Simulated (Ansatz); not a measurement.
CH5AlOS2 from Hartree–Fock to CCSD(T)

Z-matrix (Å, degrees):
```
C
Al 1 1.981
S 1 1.963 2 76.9
O 1 1.363 2 123.7 3 -108.4
S 1 1.803 2 117.5 3 94.6
H 2 1.580 1 117.0 3 -98.9
H 2 1.584 1 116.4 3 91.0
H 3 1.346 1 93.6 2 -84.5
H 4 0.968 1 109.6 2 170.1
H 5 1.345 1 96.1 2 71.0
```

The species carries charge 0 and has multiplicity 1. The bonds changed during the relaxation, so this is another structure than the one it started from. All single points use the PBE0-D4/def2-TZVP geometry. It is one conformer, not always the lowest. Frozen core, restricted reference, Ansatz 0.2.0. CBS rows extrapolate triple and quadruple zeta; past MP2 they add the triple-zeta difference.

```json
{"basis": "def2-SVP", "HF (Eh)": "-1152.16722", "MP2 corr.": "-0.66255"}
{"basis": "def2-TZVPP", "HF (Eh)": "-1152.66812", "MP2 corr.": "-0.85456"}
{"basis": "def2-QZVPP", "HF (Eh)": "-1152.70311", "MP2 corr.": "-0.92338"}
```

(1) Estimate the CCSD correlation energy and the (T) correction in each basis where they were run (hartree).

Results:

(1) 
```json
{"basis": "def2-SVP", "CCSD corr.": "-0.71670", "(T)": "-0.02290"}
{"basis": "def2-TZVPP", "CCSD corr.": "-0.90433", "(T)": "-0.04185"}
{"basis": "CBS(def2)", "CCSD corr.": "-1.02413", "(T)": "as TZ"}
```
